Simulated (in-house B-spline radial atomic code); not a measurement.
Computed with a B-spline radial atomic code. Model: two electrons, singlet ground state, non-relativistic, full CI in B-splines with partial waves to l = 8 (at full coupling up to 3e-4 hartree above the limit, correlation up to 0.6 % small), density held at that of full coupling by Lieb maximisation.

W(λ) is the mean repulsion in the state of coupling λ less the Hartree energy of the fixed density. Its start is exact exchange, its initial slope is twice the second-order Görling-Levy correlation energy, and its area from 0 to 1 is E_xc. A straight curve means weak, dynamic correlation, and a curve that drops fast and flattens means strong correlation.

Command:
```bash
python run_ac.py task.json out
```
Settings (lengths in bohr, energies in hartree):
```
potential              gauss
strength               0.838
lmax                   8
second                 12.4
```

Run time, properties included: 37 s on 1 thread of Intel(R) Xeon(R) Processor @ 2.30GHz, on a shared host.

**W = mean repulsion less Hartree energy, and W of three functionals.**

Given: confinement Gaussian well; well depth 0.838 hartree; well width 12.4 bohr; external potential -V exp(-r^2/w^2).

Computed: LDA exchange minus exact 29.123 millihartree; SCAN exchange minus exact 0.17884 millihartree.

```tsv
coupling	W xc (hartree)	W xc minus exchange (millihartree)	kinetic minus Kohn-Sham (millihartree)	LDA (PW92) W minus its exchange (millihartree)	PBE W minus its exchange (millihartree)	SCAN W minus its exchange (millihartree)
0	-0.20391	0	0	0	0	0
0.02	-0.20592	-2.009	0.02	-8.28	-3.28	-1.84
0.05	-0.20876	-4.852	0.12	-15.74	-7.41	-4.41
0.12	?	?	?	?	?	?
0.25	-0.22354	-19.627	2.23	-41.83	-25.85	-17.83
0.4	-0.23123	-27.317	4.7	-52.99	-34.9	-25.18
0.6	-0.23871	-34.802	8.4	-63.54	-43.86	-32.76
0.8	-0.24417	-40.262	12.2	-71.31	-50.66	-38.6
1	-0.24833	-44.422	15.92	-77.38	-56.06	-43.24
1.4	-0.25428	-50.374	22.98	-86.4	-64.22	-50.11
2	-0.26	-56.095	32.57	-95.59	-72.66	-56.83
3	-0.26569	-61.783	46.53	-105.34	-81.73	-63.33
4.5	?	?	?	?	?	?
7	-0.275	-71.091	89.41	-122.82	-98.2	-72.3
```

(1) What belongs in the row 0.12?

(2) What belongs in the row 4.5?

(3) What is the PBE exchange minus exact?

**Energy parts, natural occupations and partial-wave weights.**

Computed: exchange energy -0.20391 hartree; correlation energy -0.028501 hartree; kinetic part of the DFT correlation energy 0.015922 hartree; initial slope twice GL2 -0.10272 hartree; kinetic part over minus potential part 0.35842; Hartree energy 0.40782 hartree; Kohn-Sham kinetic 0.10056 hartree.

```
natural  occupation of the shell (electrons)
      s                               1.8176
      p                                    ?
      s                            0.0095424
      d                            0.0008413
      p                           0.00028447
      f                           9.7674e-05
```

(4) What belongs in the row p?

| wave | weight |
| --- | --- |
| s | 0.91361 |
| p | ? |
| d | 0.00043914 |
| f | 5.3856e-05 |
| g | 1.1793e-05 |

(5) What belongs in the row p?

(6) What is the Lieb Oxford ratio E_xc over LDA exchange?

(7) What is the total energy?

## Answers

(1) W xc (hartree): -0.21468; W xc minus exchange (millihartree): -10.775; kinetic minus Kohn-Sham (millihartree): 0.62; LDA (PW92) W minus its exchange (millihartree): -27.55; PBE W minus its exchange (millihartree): -15.16; SCAN W minus its exchange (millihartree): -9.73.

(2) W xc (hartree): -0.27055; W xc minus exchange (millihartree): -66.642; kinetic minus Kohn-Sham (millihartree): 64.41; LDA (PW92) W minus its exchange (millihartree): -114.22; PBE W minus its exchange (millihartree): -90.07; SCAN W minus its exchange (millihartree): -68.37.

(3) 8.5407 millihartree.

(4) occupation of the shell (electrons): 0.17147.

(5) weight: 0.085883.

(6) 1.3297.

(7) -1.1803 hartree.

Half-way to full coupling W has made 70 % of its drop, against 50 % for a straight line, and second-order (GL2) theory, half the initial slope, overshoots the correlation energy by about 80 %: correlation is strong. Over couplings 0 to 1 the errors in E_xc come to about +3.9 millihartree for LDA, +0.7 millihartree for PBE, +1.8 millihartree for SCAN, so PBE is nearest. In LDA and PBE the errors of exchange and correlation have opposite signs, so the sum is smaller than the larger of the two.
